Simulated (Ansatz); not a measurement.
CH₃AlOSi (SMILES [OH][Al]1[CH]=[SiH]1), singlet: a trajectory.

in.yaml

```yaml
crystal:
  periodic: [false, false, false]
  atoms:
    - {symbol: O, position_ang: [-2.142870, -0.221250, -1.203060]}
    - {symbol: Al, position_ang: [-0.658870, -0.025070, -0.486830]}
    - {symbol: C, position_ang: [0.487230, -0.282300, 1.081920]}
    - {symbol: Si, position_ang: [1.621990, 0.558380, -0.071840]}
    - {symbol: H, position_ang: [-3.013800, -0.356700, -1.564170]}
    - {symbol: H, position_ang: [0.645120, -0.633230, 2.103340]}
    - {symbol: H, position_ang: [3.061200, 0.960170, 0.140640]}
basis:
  gaussian: {orbitals: def2-SVPD}
hamiltonian: {xc: {name: BLYP}, dispersion: d4}
md: {n_steps: 60, timestep: 0.25, temperature: 300, ensemble: nvt_nose_hoover, seed: 506, initial_velocities: maxwell_boltzmann}
```

Command:

```bash
ansatz run in.yaml --threads 1 --pin off --events-out ev --progress --plain --max-ram 4352MiB
```

What Ansatz 0.2.0 printed:

```
Functional definition: BLYP
  name "BLYP"
  cite "Becke, Phys. Rev. A 38, 3098 (1988) doi:10.1103/PhysRevA.38.3098"
  cite "Lee, Yang & Parr, Phys. Rev. B 37, 785 (1988) doi:10.1103/PhysRevB.37.785"
  parameter beta = 0.0042
  parameter a = 0.04918
  parameter b = 0.132
  parameter c = 0.2533
  parameter d = 0.349
  exchange = b88_x(beta = beta)
  correlation = lyp_c(a = a, b = b, c = c, d = d)
1003 factors; their error is unknown
mean field evaluation 1: about -17575.8904 eV, gradient 1.0e2 eV
mean field evaluation 2: about -17429.8794 eV, gradient 2.1e2 eV
mean field evaluation 4: about -17593.5961 eV, gradient 4.1e1 eV
mean field evaluation 8: about -17599.0885 eV, gradient 8.3e-1 eV
mean field evaluation 16: about -17599.0373 eV, gradient 1.2e-3 eV
mean field -17599.03726505 eV, -646.7526904346 hartree, gradient 2.6e-5 eV, S^2 0.000000; 0 other end points of the search recorded, 0 dependent functions left out
the calculation of the forces begins
reference -17599.03762197 eV, -646.7527035513 hartree; 22, 22 occupied and 93, 93 virtual orbitals, 1003 factors
md step     0: t =     0.00 fs  T =   300.0 K  F+E_penalty+E_count = -17599.35448052 eV  E_kin = 0.193890 eV  conserved = -17599.16059052 eV  (34 SCF iters)
md step     1: t =     0.25 fs  T =   307.4 K  F+E_penalty+E_count = -17599.35927940 eV  E_kin = 0.198678 eV  conserved = -17599.16060181 eV  (35 SCF iters)
md step     2: t =     0.50 fs  T =   313.2 K  F+E_penalty+E_count = -17599.36302549 eV  E_kin = 0.202418 eV  conserved = -17599.16060767 eV  (36 SCF iters)
md step     3: t =     0.75 fs  T =   317.2 K  F+E_penalty+E_count = -17599.36562025 eV  E_kin = 0.205012 eV  conserved = -17599.16060815 eV  (36 SCF iters)
md step     4: t =     1.00 fs  T =   319.4 K  F+E_penalty+E_count = -17599.36705084 eV  E_kin = 0.206446 eV  conserved = -17599.16060391 eV  (35 SCF iters)
md step     5: t =     1.25 fs  T =   319.9 K  F+E_penalty+E_count = -17599.36738023 eV  E_kin = 0.206783 eV  conserved = -17599.16059580 eV  (36 SCF iters)
md step     6: t =     1.50 fs  T =   319.0 K  F+E_penalty+E_count = -17599.36673404 eV  E_kin = 0.206148 eV  conserved = -17599.16058477 eV  (35 SCF iters)
md step     7: t =     1.75 fs  T =   316.7 K  F+E_penalty+E_count = -17599.36528591 eV  E_kin = 0.204712 eV  conserved = -17599.16057173 eV  (35 SCF iters)
md step     8: t =     2.00 fs  T =   313.6 K  F+E_penalty+E_count = -17599.36324301 eV  E_kin = 0.202682 eV  conserved = -17599.16055753 eV  (35 SCF iters)
md step     9: t =     2.25 fs  T =   309.9 K  F+E_penalty+E_count = -17599.36083229 eV  E_kin = 0.200285 eV  conserved = -17599.16054268 eV  (35 SCF iters)
md step    10: t =     2.50 fs  T =   306.0 K  F+E_penalty+E_count = -17599.35828912 eV  E_kin = 0.197755 eV  conserved = -17599.16052835 eV  (35 SCF iters)
md step    11: t =     2.75 fs  T =   302.2 K  F+E_penalty+E_count = -17599.35584470 eV  E_kin = 0.195323 eV  conserved = -17599.16051490 eV  (35 SCF iters)
md step    12: t =     3.00 fs  T =   298.9 K  F+E_penalty+E_count = -17599.35371665 eV  E_kin = 0.193206 eV  conserved = -17599.16050292 eV  (35 SCF iters)
md step    13: t =     3.25 fs  T =   296.5 K  F+E_penalty+E_count = -17599.35209899 eV  E_kin = 0.191597 eV  conserved = -17599.16049296 eV  (35 SCF iters)
md step    14: t =     3.50 fs  T =   295.0 K  F+E_penalty+E_count = -17599.35115288 eV  E_kin = 0.190657 eV  conserved = -17599.16048558 eV  (35 SCF iters)
md step    15: t =     3.75 fs  T =   294.8 K  F+E_penalty+E_count = -17599.35099780 eV  E_kin = 0.190505 eV  conserved = -17599.16048124 eV  (35 SCF iters)
md step    16: t =     4.00 fs  T =   295.9 K  F+E_penalty+E_count = -17599.35170398 eV  E_kin = 0.191211 eV  conserved = -17599.16048039 eV  (35 SCF iters)
md step    17: t =     4.25 fs  T =   298.3 K  F+E_penalty+E_count = -17599.35328587 eV  E_kin = 0.192789 eV  conserved = -17599.16048315 eV  (35 SCF iters)
md step    18: t =     4.50 fs  T =   302.0 K  F+E_penalty+E_count = -17599.35569845 eV  E_kin = 0.195194 eV  conserved = -17599.16048970 eV  (35 SCF iters)
md step    19: t =     4.75 fs  T =   306.9 K  F+E_penalty+E_count = -17599.35883570 eV  E_kin = 0.198320 eV  conserved = -17599.16049983 eV  (34 SCF iters)
md step    20: t =     5.00 fs  T =   312.6 K  F+E_penalty+E_count = -17599.36253322 eV  E_kin = 0.202003 eV  conserved = -17599.16051330 eV  (34 SCF iters)
md step    21: t =     5.25 fs  T =   318.8 K  F+E_penalty+E_count = -17599.36657432 eV  E_kin = 0.206027 eV  conserved = -17599.16052938 eV  (34 SCF iters)
md step    22: t =     5.50 fs  T =   325.1 K  F+E_penalty+E_count = -17599.37070110 eV  E_kin = 0.210135 eV  conserved = -17599.16054718 eV  (34 SCF iters)
md step    23: t =     5.75 fs  T =   331.2 K  F+E_penalty+E_count = -17599.37462953 eV  E_kin = 0.214043 eV  conserved = -17599.16056532 eV  (34 SCF iters)
md step    24: t =     6.00 fs  T =   336.5 K  F+E_penalty+E_count = -17599.37806948 eV  E_kin = 0.217464 eV  conserved = -17599.16058261 eV  (34 SCF iters)
md step    25: t =     6.25 fs  T =   340.6 K  F+E_penalty+E_count = -17599.38074674 eV  E_kin = 0.220124 eV  conserved = -17599.16059740 eV  (34 SCF iters)
md step    26: t =     6.50 fs  T =   343.2 K  F+E_penalty+E_count = -17599.38242796 eV  E_kin = 0.221792 eV  conserved = -17599.16060816 eV  (34 SCF iters)
md step    27: t =     6.75 fs  T =   344.0 K  F+E_penalty+E_count = -17599.38294472 eV  E_kin = 0.222300 eV  conserved = -17599.16061349 eV  (34 SCF iters)
md step    28: t =     7.00 fs  T =   342.8 K  F+E_penalty+E_count = -17599.38221488 eV  E_kin = 0.221568 eV  conserved = -17599.16061243 eV  (34 SCF iters)
md step    29: t =     7.25 fs  T =   339.8 K  F+E_penalty+E_count = -17599.38025766 eV  E_kin = 0.219615 eV  conserved = -17599.16060435 eV  (35 SCF iters)
md step    30: t =     7.50 fs  T =   335.1 K  F+E_penalty+E_count = -17599.37720080 eV  E_kin = 0.216568 eV  conserved = -17599.16058983 eV  (35 SCF iters)
md step    31: t =     7.75 fs  T =   329.0 K  F+E_penalty+E_count = -17599.37327472 eV  E_kin = 0.212658 eV  conserved = -17599.16056977 eV  (36 SCF iters)
md step    32: t =     8.00 fs  T =   322.1 K  F+E_penalty+E_count = -17599.36879581 eV  E_kin = 0.208198 eV  conserved = -17599.16054610 eV  (37 SCF iters)
md step    33: t =     8.25 fs  T =   315.0 K  F+E_penalty+E_count = -17599.36413637 eV  E_kin = 0.203558 eV  conserved = -17599.16052131 eV  (37 SCF iters)
md step    34: t =     8.50 fs  T =   308.1 K  F+E_penalty+E_count = -17599.35968529 eV  E_kin = 0.199125 eV  conserved = -17599.16049828 eV  (37 SCF iters)
md step    35: t =     8.75 fs  T =   302.1 K  F+E_penalty+E_count = -17599.35580326 eV  E_kin = 0.195257 eV  conserved = -17599.16047982 eV  (37 SCF iters)
md step    36: t =     9.00 fs  T =   297.4 K  F+E_penalty+E_count = -17599.35277881 eV  E_kin = 0.192240 eV  conserved = -17599.16046830 eV  (36 SCF iters)
md step    37: t =     9.25 fs  T =   294.4 K  F+E_penalty+E_count = -17599.35079166 eV  E_kin = 0.190251 eV  conserved = -17599.16046524 eV  (36 SCF iters)
md step    38: t =     9.50 fs  T =   293.0 K  F+E_penalty+E_count = -17599.34988950 eV  E_kin = 0.189338 eV  conserved = -17599.16047126 eV  (37 SCF iters)
md step    39: t =     9.75 fs  T =   293.1 K  F+E_penalty+E_count = -17599.34998089 eV  E_kin = 0.189411 eV  conserved = -17599.16048511 eV  (34 SCF iters)
md step    40: t =    10.00 fs  T =   294.4 K  F+E_penalty+E_count = -17599.35084871 eV  E_kin = 0.190255 eV  conserved = -17599.16050517 eV  (37 SCF iters)
md step    41: t =    10.25 fs  T =   296.4 K  F+E_penalty+E_count = -17599.35217769 eV  E_kin = 0.191555 eV  conserved = -17599.16052885 eV  (37 SCF iters)
md step    42: t =    10.50 fs  T =   298.5 K  F+E_penalty+E_count = -17599.35359489 eV  E_kin = 0.192944 eV  conserved = -17599.16055337 eV  (37 SCF iters)
md step    43: t =    10.75 fs  T =   300.2 K  F+E_penalty+E_count = -17599.35471481 eV  E_kin = 0.194037 eV  conserved = -17599.16057557 eV  (36 SCF iters)
md step    44: t =    11.00 fs  T =   300.9 K  F+E_penalty+E_count = -17599.35518492 eV  E_kin = 0.194485 eV  conserved = -17599.16059332 eV  (37 SCF iters)
md step    45: t =    11.25 fs  T =   300.2 K  F+E_penalty+E_count = -17599.35472254 eV  E_kin = 0.194007 eV  conserved = -17599.16060491 eV  (36 SCF iters)
md step    46: t =    11.50 fs  T =   297.7 K  F+E_penalty+E_count = -17599.35314177 eV  E_kin = 0.192417 eV  conserved = -17599.16060918 eV  (37 SCF iters)
md step    47: t =    11.75 fs  T =   293.4 K  F+E_penalty+E_count = -17599.35036850 eV  E_kin = 0.189642 eV  conserved = -17599.16060629 eV  (37 SCF iters)
md step    48: t =    12.00 fs  T =   287.4 K  F+E_penalty+E_count = -17599.34644068 eV  E_kin = 0.185720 eV  conserved = -17599.16059642 eV  (37 SCF iters)
md step    49: t =    12.25 fs  T =   279.7 K  F+E_penalty+E_count = -17599.34150093 eV  E_kin = 0.180791 eV  conserved = -17599.16058169 eV  (36 SCF iters)
md step    50: t =    12.50 fs  T =   270.9 K  F+E_penalty+E_count = -17599.33577574 eV  E_kin = 0.175081 eV  conserved = -17599.16056314 eV  (36 SCF iters)
md step    51: t =    12.75 fs  T =   261.3 K  F+E_penalty+E_count = -17599.32955378 eV  E_kin = 0.168876 eV  conserved = -17599.16054232 eV  (36 SCF iters)
md step    52: t =    13.00 fs  T =   251.4 K  F+E_penalty+E_count = -17599.32315990 eV  E_kin = 0.162500 eV  conserved = -17599.16052106 eV  (36 SCF iters)
md step    53: t =    13.25 fs  T =   241.8 K  F+E_penalty+E_count = -17599.31692863 eV  E_kin = 0.156287 eV  conserved = -17599.16050077 eV  (36 SCF iters)
md step    54: t =    13.50 fs  T =   232.9 K  F+E_penalty+E_count = -17599.31118064 eV  E_kin = 0.150555 eV  conserved = -17599.16048272 eV  (35 SCF iters)
md step    55: t =    13.75 fs  T =   225.3 K  F+E_penalty+E_count = -17599.30620218 eV  E_kin = 0.145590 eV  conserved = -17599.16046789 eV  (36 SCF iters)
md step    56: t =    14.00 fs  T =   219.1 K  F+E_penalty+E_count = -17599.30222879 eV  E_kin = 0.141626 eV  conserved = -17599.16045700 eV  (36 SCF iters)
md step    57: t =    14.25 fs  T =   214.8 K  F+E_penalty+E_count = -17599.29943366 eV  E_kin = 0.138837 eV  conserved = -17599.16045042 eV  (37 SCF iters)
md step    58: t =    14.50 fs  T =   212.5 K  F+E_penalty+E_count = -17599.29792076 eV  E_kin = 0.137326 eV  conserved = -17599.16044839 eV  (35 SCF iters)
md step    59: t =    14.75 fs  T =   212.2 K  F+E_penalty+E_count = -17599.29772205 eV  E_kin = 0.137125 eV  conserved = -17599.16045084 eV  (36 SCF iters)
md step    60: t =    15.00 fs  T =   213.8 K  F+E_penalty+E_count = -17599.29879868 eV  E_kin = 0.138196 eV  conserved = -17599.16045736 eV  (35 SCF iters)
Total energy: -17599.29915577 eV, -646.7623147413 hartree
Atom 0 at    -2.136898    -0.235963    -1.245138 Å, force     0.989366     0.332500     0.461738 eV/Å
Atom 1 at    -0.617398     0.009750    -0.419408 Å, force    -1.747497    -0.209355    -1.075570 eV/Å
Atom 2 at     0.483826    -0.266445     1.062724 Å, force    -0.069332    -0.997444     1.017011 eV/Å
Atom 3 at     1.585315     0.558537    -0.093596 Å, force    -0.428040    -0.133547     0.085173 eV/Å
Atom 4 at    -2.944316    -0.617293    -1.614712 Å, force     0.294840     0.035744     0.157059 eV/Å
Atom 5 at     0.421535    -0.925327     1.994605 Å, force     0.450356     0.889823    -0.765581 eV/Å
Atom 6 at     3.072807     0.621066    -0.002047 Å, force     0.510307     0.082278     0.120170 eV/Å
Dipole moment:    -0.151607    -0.103952    -0.121007 e Å

[the SCF lines of later steps are left out]
```

The run took about 2.9 min on 1 CPU thread (shared host).
